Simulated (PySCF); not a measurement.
## Frontier levels across methods

Compound: C6H9B.
Z-matrix (Å and degrees, PBE0-D3(BJ)/def2-SVP geometry), rows numbered from 1:
```
C 
C   1  1.3442
B   2  1.5598  1  124.30
C   3  1.5629  2  117.99  1  -151.26
C   4  1.3435  3  124.24  2   179.30
C   3  1.5606  2  121.38  1    28.74
C   6  1.3437  3  123.80  2    32.07
H   1  1.0953  2  121.33  3    -2.89
H   1  1.0960  2  122.37  3   175.29
H   2  1.0995  1  116.87  3  -174.19
H   4  1.0989  3  118.82  2    -0.79
H   5  1.0959  4  122.64  3  -179.97
H   5  1.0956  4  121.55  3     0.18
H   6  1.0986  3  119.55  2  -152.88
H   7  1.0952  6  121.39  3    -2.43
H   7  1.0959  6  122.34  3   175.75
```

Basis pcSseg-1 throughout (PySCF), one geometry. Geometry: PBE0-D3(BJ)/def2-SVP, one conformer, isolated molecule.

Problem. How do the orbital energies, the gap and the dipole change with the method?

Solution. 
```json
{"method": "OPBE", "kind": "GGA", "HOMO (eV)": "-6.55", "LUMO (eV)": "-2.86", "gap (eV)": "3.69", "μ (D)": "0.22", "SCF cycles": "15"}
{"method": "BP86", "kind": "GGA", "HOMO (eV)": "-6.68", "LUMO (eV)": "-3.04", "gap (eV)": "3.64", "μ (D)": "0.19", "SCF cycles": "16"}
{"method": "LDA", "kind": "LDA", "HOMO (eV)": "-6.80", "LUMO (eV)": "-3.20", "gap (eV)": "3.59", "μ (D)": "0.18", "SCF cycles": "15"}
{"method": "B97-2", "kind": "global hybrid", "HOMO (eV)": "-7.37", "LUMO (eV)": "-2.08", "gap (eV)": "5.29", "μ (D)": "0.24", "SCF cycles": "12"}
{"method": "B3LYP", "kind": "global hybrid", "HOMO (eV)": "-7.39", "LUMO (eV)": "-2.23", "gap (eV)": "5.16", "μ (D)": "0.21", "SCF cycles": "13"}
{"method": "PBE0", "kind": "global hybrid", "HOMO (eV)": "-7.64", "LUMO (eV)": "-2.08", "gap (eV)": "5.56", "μ (D)": "0.24", "SCF cycles": "13"}
{"method": "mPW1PW91", "kind": "global hybrid", "HOMO (eV)": "-7.65", "LUMO (eV)": "-2.09", "gap (eV)": "5.57", "μ (D)": "0.25", "SCF cycles": "13"}
{"method": "CAM-B3LYP", "kind": "range-separated hybrid", "HOMO (eV)": "-8.90", "LUMO (eV)": "-0.97", "gap (eV)": "7.93", "μ (D)": "0.25", "SCF cycles": "12"}
{"method": "HF", "kind": "Hartree–Fock", "HOMO (eV)": "-9.76", "LUMO (eV)": "1.59", "gap (eV)": "11.35", "μ (D)": "0.36", "SCF cycles": "10"}
```

The HOMO spans 3.21 eV, from OPBE down to HF, and the gap runs from 3.59 eV (LDA) to 11.35 eV (HF). Over the methods OPBE (0 %), BP86 (0 %), LDA (0 %), B97-2 (21 %), B3LYP (20 %), PBE0 (25 %), mPW1PW91 (25 %), HF (100 %), a straight line through the gap against the share of exact exchange rises by 0.77 eV for each 10 % (correlation coefficient 1.000). The dipole ranges from 0.18 D (LDA) to 0.36 D (HF). This basis has no diffuse functions.

The vertical ΔSCF ionisation energy at CAM-B3LYP/def2-SVPD is 9.65 eV; −ε(HOMO) comes closest to it with HF (9.76 eV).
